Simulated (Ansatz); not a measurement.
Ansatz (a program for electronic structure) input (RI-MP2/def2-TZVPP):
A basis named .json is the Basis Set Exchange file of that set.

Ansatz 0.2 input:
```yaml
crystal:
  periodic: [false, false, false]
  atoms:
    - {symbol: Re, position_ang: [0.27552194, -0.05225755, 0.10133417]}
    - {symbol: O, position_ang: [1.50338721, -0.64628622, -0.90915422]}
    - {symbol: O, position_ang: [0.70211389, 0.22797436, 1.72031514]}
    - {symbol: Cl, position_ang: [-0.68553050, 1.78645856, -0.80287211]}
    - {symbol: Cl, position_ang: [-1.56789032, -1.35905789, -0.02591320]}
basis:
  gaussian:
    orbitals: def2-TZVPP
    fitting: {mean_field: def2-universal-jkfit, correlation: def2-TZVPP-RIFIT.json}
magnetization: {spin_polarized: true, initial_magnetization: 1}
correlation: {method: mp2, electrons: outside_noble_gas}
```

End of the output:

```
integrals: 0.22 GiB planned
637 factors; integrals over basis functions are off by at most 1.4e0 eV
582 factors; integrals over basis functions are off by at most 1.7e0 eV
mean field: 0.95 GiB planned
mean field evaluation 1: about -31184.8993 eV, gradient 5.5e1 eV
mean field evaluation 2: about -31164.3907 eV, gradient 9.9e1 eV
mean field evaluation 4: about -31195.8944 eV, gradient 1.7e0 eV
mean field evaluation 8: about -31195.9462 eV, gradient 3.8e-1 eV
mean field evaluation 16: about -31196.0154 eV, gradient 2.1e-4 eV
mean field evaluation 32: about -31195.9227 eV, gradient 8.1e-1 eV
mean field evaluation 64: about -31195.9391 eV, gradient 4.3e-1 eV
mean field -31196.01542682 eV, -1146.4324215168 hartree, gradient 1.4e-6 eV, S^2 1.056414; 7 other end points of the search recorded, 0 dependent functions left out
16 core orbitals not correlated
reference -31196.01542682 eV, -1146.4324215168 hartree; 17, 16 occupied and 169, 170 virtual orbitals, 582 factors
second order -31.66639253 eV of doubles, -0.00000000 eV of singles
Total energy: -31227.68181934 eV, -1147.5961399779 hartree
```

The spin state was set by rule; other spins were not relaxed.

The determinant is spin-contaminated: <S^2> is 1.06 against 0.75 for a pure state.
